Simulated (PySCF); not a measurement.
Al⁺: excitation energy

Al⁺ [Ne] 3s2 (1S) → Al⁺ [Ne] 3s1 3p1 (3P), as a difference of total energies. All numbers are calculated (PySCF 2.14, scalar relativity by spin-free X2C-1e, in dyall-av3z). Correlated levels: valence: [Ne] frozen; virtual orbitals above 40 to 60 times the deepest correlated orbital energy dropped. The calculations carry no spin-orbit coupling.

```tsv
method	excitation energy (eV)
UHF	3.553
MP2 (valence)	4.259
SCS-MP2 (valence)	4.462
CCSD (valence)	4.518
```

Errors of the correlated levels include the incompleteness of this basis and the frozen core.

With two correlated electrons CCSD is exact in that space.

Task: Which method comes closest to the reference value, and which is furthest?

Result: The reference is 4.651 eV (measured; NIST levels, between the centres of gravity of the two terms). Closest: CCSD (valence) (error -0.133 eV); furthest: UHF (error -1.098 eV).
